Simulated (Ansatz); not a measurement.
`[SeH][SiH]1BO1` → B• + 3 H• + O• + Se• + Si•  (atomization)

Program: Ansatz. Geometries: PBE0-D4/def2-TZVP. ΔE: electronic, gas phase. CBS: MP2 limit from def2 TZ/QZ plus the TZ coupled-cluster correction, frozen cores. This one scheme is used for every species, atoms too. Functionals use def2-TZVPP. HSE06 is defined as in plane-wave codes. No spin–orbit coupling; open shells (•) take unrestricted orbitals. Spin–orbit coupling would lower the free atoms: a little for B, O, Si; clearly for Se. Bonds to Se are less sure, by a few kJ/mol each and by 10 to 20 or more in all where they break to atoms, as the def2 sets lack core-valence functions. Scalar relativity is left out up to krypton. One conformer a species, not always the lowest.

| species | HSE06 energy (Eh) |
| --- | --- |
| `[SeH][SiH]1BO1` | -2792.48898 |
| B• | -24.61633 |
| H• | -0.50075 |
| O• | -75.01518 |
| Se• | -2401.20831 |
| Si• | -289.24299 |

Work out ΔE.

ΔE = 3 × (-0.50075) + (-24.61633) + (-75.01518) + (-2401.20831) + (-289.24299) − (-2792.48898) = 0.90392 Eh = +2373.2 kJ/mol. CCSD(T)/CBS gives +2390.0 kJ/mol.

Largest T1 diagnostic among the species: 0.014.

From PBE to PBE0 (25 % exact exchange), in def2-TZVPP and without D4, ΔE moves by −54.6 kJ/mol: exact exchange takes away binding that semilocal exchange gives to molecules. The D4 term adds +26.2 kJ/mol with B3LYP and +13.5 kJ/mol with PBE0; it sums over pairs of atoms, weighted by their polarisabilities, and B3LYP, whose exchange is more repulsive, gets the larger term. Leaving LDA and LC-ωPBE aside and taking each functional with its dispersion term where it has one, the values, not all of them listed here, spread over 144.2 kJ/mol, from BHLYP-D4 to PBE-D4. LDA lies +343.4 kJ/mol from PBE without D4, its usual overbinding.

B3LYP here is the variant with VWN-RPA as its local correlation; programs differ in this.

For atomizations the MP2-based limit and the directly extrapolated one differ by several kJ/mol either way, and by 10 to 25 for some Ge, Se and Sn compounds, so smaller differences from it don't rank the levels.
